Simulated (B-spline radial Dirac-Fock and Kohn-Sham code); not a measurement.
# How the settings move the core levels of Ge³⁺

ΔSCF core binding energies without Breit or QED terms, calculated with an atomic code on a B-spline grid. Keys: rel is the Hamiltonian (dirac, or spin-free x2c and nr, where L3 and M5 stand for the whole 2p and 3d shells), method is hf or an exchange,correlation pair (spin-unpolarised, also for the hole states), nuc the nuclear model, radius_factor scales its radius, rmax is the box in bohr, h the logarithmic mesh step, order the B-spline order, points the quadrature points per cell, c_factor scales the speed of light, and damp, ndamp, maxit and tol steer the iteration. The run stops when the commutator error falls below 10·tol·max(1, Z/10), or the numerical noise floor, and the energy has settled to about 1e-8 Ha; the virial ratio is −V/T.

Base input:

```json
{"items": [{"Z": 32, "q": 3, "cfg": [[1, 0, 2], [2, 0, 2], [2, 1, 6], [3, 0, 2], [3, 1, 6], [3, 2, 10], [4, 0, 1]], "A": 74, "rrms": 4.0742, "do": "settings", "holes": ["K", "L3", "M5"],
  "settings": [{"rel": "dirac", "method": "hf", "nuc": "fermi", "radius_factor": 1.0, "rmax": 45.0, "h": 0.3, "order": 8, "points": 10, "c_factor": 1.0, "maxit": 60, "damp": 0.5, "ndamp": 3, "tol": 1e-08}]}]}
```

The ground state converged in 10 iterations, with total energy -2095.47734 Ha, virial ratio 1.97878 and highest orbital energy -44.73 eV. ΔSCF binding energies: K (1s) 11172.0 eV, L3 (2p3/2) 1264.7 eV, M5 (3d5/2) 72.55 eV.

Changes from the base run:

```
                                  changed setting  Δ total energy (Ha)  Δ K (eV)  Δ L3 (eV)  Δ M5 (eV)  iterations
                               method = "pbe,pbe"             -1.32270    +19.24      -4.12      +2.56           9
                                      rmax = 30.0              0.00000      0.00       0.00       0.00          10
                                      rel = "x2c"             +0.37580     -6.18     +10.20      +0.24          10
                                         h = 0.12              0.00000      0.00       0.00       0.00           9
                                    nuc = "gauss"             -0.00002      0.00       0.00       0.00          10
method = "pbe,pbe"; radius_factor = 1.2; h = 0.12                    ?         ?          ?          ?           ?
   radius_factor = 1.2; order = 7; c_factor = 0.8            -12.97731    +92.48      -1.50      -0.57          10
```

Question: What does the change method = "pbe,pbe"; radius_factor = 1.2; h = 0.12 do?

Answer: The total energy moves by -1.31728 Ha and the binding energies by K +19.17 eV, L3 -4.12 eV, M5 +2.56 eV; the run takes 9 iterations.
